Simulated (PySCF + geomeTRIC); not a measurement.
Species: [Zn(Cl)(CH3)] (charge 0, multiplicity 1).

**Question.** Give a relaxed geometry from TPSS-D3(BJ)/def2-SVP (PySCF + geomeTRIC).

**Answer.** the end point of this relaxation.
Cartesian coordinates (Å) in one orientation:
```xyz
6

Zn     0.018     0.007    -0.005
Cl     1.775     0.472     1.099
C     -1.579    -0.414    -1.011
H     -1.663     0.238    -1.898
H     -2.481    -0.271    -0.389
H     -1.558    -1.464    -1.354
```
